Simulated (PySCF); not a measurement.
Re (rhenium, neutral): UHF calculation

Configuration: [Xe] 4f14 5d5 6s2, high-spin 6S determinant. Computed with PySCF 2.14 in aug-cc-pVDZ-PP with ECP60MDF, with a scalar-relativistic core potential.

* Total energy: -77.834749 hartree
* One-electron energy: -133.0141 hartree
* Hartree (Coulomb) energy: 63.0294 hartree
* Exchange energy: -7.8501 hartree
* ⟨S²⟩: 8.7952
* ⟨L²⟩: 0.000
* Sum of ⟨r⟩: 25.61 bohr
* Sum of ⟨r²⟩: 59.32 bohr²
* Time after the integrals: 0.22 s of wall time on 1 thread of Neoverse-V1 (shared host)

```csv
shell,electrons,mean orbital energy (eV),"rms radius, mean of both spins (bohr)"
5s α,1,-102.85,1.12
5s β,1,-96.927,1.12
5p α,3,-61.225,1.31
5p β,3,-52.661,1.31
5d α,5,-12.016,2.01
6s α,1,-8.866,3.63
6s β,1,-6.100,3.63
```

Energies and moments cover only the electrons outside the core potential. Spin-orbit coupling, which splits the p, d and f shells strongly at this Z, is absent.
